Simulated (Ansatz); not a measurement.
Cartesian coordinates (Å):
SMILES: C=C(S)c1cccc([SiH3])c1
```xyz
20

C     -2.4383    -1.4130     0.9818
C     -2.2091    -0.2110     0.4245
S     -3.5049     0.8870    -0.1261
C     -0.8409     0.3210     0.1901
C     -0.5377     1.6811     0.3815
C      0.7590     2.1521     0.1782
C      1.7721     1.2779    -0.2231
C      1.4987    -0.0854    -0.4322
Si     2.8511    -1.2810    -0.9657
C      0.1867    -0.5414    -0.2279
H     -3.4463    -1.8127     1.1122
H     -1.6050    -2.0186     1.3441
H     -4.5312     0.2201     0.4491
H     -1.3239     2.3657     0.7055
H      0.9819     3.2100     0.3368
H      2.7824     1.6645    -0.3825
H      3.2396    -2.1851     0.1581
H      2.3767    -2.1342    -2.0944
H      4.0521    -0.5078    -1.3945
H     -0.0629    -1.5891    -0.4156
```
Charge 0, multiplicity 1.

These are frozen-core CCSD(T)/cc-pVDZ // B3LYP-D3(BJ)/def2-SVP (Ansatz, a first-principles code) values and carry that method's errors. The restricted HF reference is unstable towards unrestricted orbitals.

The HF energy is -995.22688 Ha. The MP2 correlation energy is -1.28741 Ha.

Question: Estimate the CCSD correlation energy, the (T) correction, the total energy and the T1 diagnostic.

Answer: 
The CCSD correlation energy is -1.36660 Ha. The (T) correction is -0.05936 Ha and the CCSD(T) total energy is -996.65284 Ha. The T1 diagnostic comes out as 0.011.
